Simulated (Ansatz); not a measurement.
`FCSC[SiH3]` and `OCSC[SiH3]` differ in one atom or group.

Ansatz, PBE0-D4/def2-TZVP geometries, multiplicity 1. Each molecule was computed in one conformer, which needn't be the lowest.

```csv
property,`FCSC[SiH3]`
HOMO energy (B3LYP/def2-TZVPP) / eV,-6.67
LUMO energy (PBE/def2-TZVPP) / eV,-0.66
HOMO–LUMO gap (ωB97M-V/def2-TZVPP) / eV,10.97
LUMO energy (ωB97M-V/def2-TZVPP) / eV,1.89
HOMO–LUMO gap (PBE/def2-TZVPP) / eV,5.04
size of the dipole moment (PBE/def2-TZVPP) / D,0.92
```

Q: What does the change do to each property? (Best estimate.)

A: Ansatz gave: 
| property | `OCSC[SiH3]` | shift |
| --- | --- | --- |
| HOMO energy (B3LYP/def2-TZVPP) / eV | -6.41 | 0.26 |
| LUMO energy (PBE/def2-TZVPP) / eV | -0.52 | 0.14 |
| HOMO–LUMO gap (ωB97M-V/def2-TZVPP) / eV | 10.85 | -0.12 |
| LUMO energy (ωB97M-V/def2-TZVPP) / eV | 2.03 | 0.14 |
| HOMO–LUMO gap (PBE/def2-TZVPP) / eV | 4.92 | -0.12 |
| size of the dipole moment (PBE/def2-TZVPP) / D | 0.86 | -0.06 |

With PBE0 the HOMO rises by 0.27 eV and the LUMO rises by 0.15 eV, so the gap narrows by about 0.12 eV. PBE moves the HOMO by 0.26 eV and ωB97M-V by 0.26 eV. Dipoles are sizes alone; their direction can turn.

B3LYP here is the variant with VWN-RPA as its local correlation; programs differ in this.
